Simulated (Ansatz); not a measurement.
cis-OsCl2(PF3)4 (P4OsCl2F12). Total charge 0; singlet. Geometry PBE-D4/def2-SVP.

```xyz
19

Cl   -2.197    1.451   -0.935
Cl   -1.009    1.263    2.284
F     2.264    0.325    2.174
F     2.349   -1.593    0.699
F     0.836   -1.595    2.590
F     1.808   -0.324   -2.277
F    -0.457   -0.388   -3.137
F     0.383   -2.244   -1.827
F     2.306    2.417    0.124
F     0.189    3.592    0.318
F     0.883    2.677   -1.828
F    -1.579   -2.644    1.328
F    -2.591   -1.985   -0.780
F    -3.258   -0.892    1.290
Os   -0.335    0.285    0.138
P     1.263   -0.637    1.390
P     0.320   -0.644   -1.771
P     0.774    2.257   -0.295
P    -1.947   -1.320    0.517
```

In the def2 sets Os takes a core potential; there is no spin–orbit coupling. Single mean-field runs in def2-TZVP are fitted with def2-universal-jkfit.

Task: Estimate the orbital energies around the gap (eV) in Ansatz with PBE-D4/def2-SVP, PBE-D4/def2-TZVP, r2SCAN-D4/def2-TZVP, PBE0-D4/def2-SVP, PBE0-D4/def2-TZVP.

Result: 
| orbital | PBE-D4/def2-SVP | PBE-D4/def2-TZVP | r2SCAN-D4/def2-TZVP | PBE0-D4/def2-SVP | PBE0-D4/def2-TZVP |
| --- | --- | --- | --- | --- | --- |
| HOMO−13 | -10.97 | -11.21 | -11.74 | -13.27 | -13.38 |
| HOMO−12 | -10.93 | -11.11 | -11.71 | -13.22 | -13.33 |
| HOMO−11 | -10.83 | -11.08 | -11.69 | -13.03 | -13.00 |
| HOMO−10 | -10.78 | -11.06 | -11.55 | -12.86 | -12.81 |
| HOMO−9 | -9.85 | -10.05 | -10.50 | -11.67 | -11.70 |
| HOMO−8 | -9.08 | -9.23 | -9.62 | -10.80 | -10.78 |
| HOMO−7 | -8.99 | -9.08 | -9.48 | -10.71 | -10.63 |
| HOMO−6 | -8.63 | -8.83 | -9.19 | -10.28 | -10.22 |
| HOMO−5 | -8.60 | -8.73 | -9.12 | -10.09 | -10.21 |
| HOMO−4 | -8.48 | -8.69 | -9.06 | -9.94 | -10.05 |
| HOMO−3 | -6.79 | -7.01 | -7.34 | -8.30 | -8.39 |
| HOMO−2 | -6.70 | -6.98 | -7.32 | -8.22 | -8.38 |
| HOMO−1 | -6.60 | -6.86 | -7.19 | -8.13 | -8.25 |
| HOMO | -6.45 | -6.68 | -6.99 | -7.93 | -8.02 |
| LUMO | -3.09 | -3.28 | -3.13 | -2.38 | -2.43 |
| LUMO+1 | -2.99 | -3.19 | -3.07 | -2.31 | -2.36 |
| LUMO+2 | -2.09 | -2.36 | -2.17 | -1.38 | -1.48 |
| LUMO+3 | -2.00 | -2.27 | -2.07 | -1.25 | -1.36 |
| LUMO+4 | -1.58 | -1.82 | -1.64 | -0.91 | -0.99 |
| LUMO+5 | -1.09 | -1.36 | -1.16 | -0.37 | -0.48 |
